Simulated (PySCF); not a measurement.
BiF2, SMILES [F][Bi+][F] (connectivity only; charge and spin as stated), charge +1, multiplicity 1. Coordinates come from a PBE0-D3(BJ)/def2-TZVP optimisation. The multiplicity is an assumed one; other spin states were not compared. The isomer is the one that the SMILES or the coordinates give; other isomers of the formula were not compared. The def2 effective core potentials stand for the cores of Bi; spin–orbit coupling is left out.

The numbers are results of PBE0-D3(BJ)/def2-TZVP (PySCF 2.14.0), not measurements.

Harmonic wavenumbers (cm⁻¹): 194, 664, 677. Rotational constants (GHz): 9.221, 6.520, 3.819; symmetry number 2.

### Question
Work out the zero-point energy and the ideal-gas rigid-rotor harmonic-oscillator thermochemistry at 298.15 K and 1 atm.

### Answer
ZPE = ½ Σ hcν = ½ × 1535 cm⁻¹ = 2.19 kcal/mol. H − E(el) = 5.08 kcal/mol. Entropy in cal/(mol K): translation 42.41, rotation 23.37, vibration 2.88, total 68.66. G − E(el) = -15.39 kcal/mol. Cp = 11.57 cal/(mol K).
